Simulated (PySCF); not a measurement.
## Correlation energy of Nb- (niobium, charge -1)

[Kr] 4d4 5s2, high-spin 5D determinant. Computed with PySCF 2.14 in aug-cc-pwCVDZ-PP with ECP28MDF, with a scalar-relativistic core potential. Frozen: 4s2 4p6; 6 electrons correlated.

MP2 pair energies summed by pair of shells (mhartree):

```csv
pair,energy,share (%)
4d-4d,-35.00,50.5
4d-5s,-24.36,35.1
5s-5s,-9.98,14.4
```

Total MP2 correlation energy: -69.35 mhartree.

Same-spin part -49.80 and opposite-spin part -19.55 mhartree; SCS-MP2 scales them by 1/3 and 6/5 to -40.06 mhartree.

The Hartree-Fock reference does not bind the outermost electron (its level is positive or very diffuse), so these energies belong to a reference that the basis holds together.
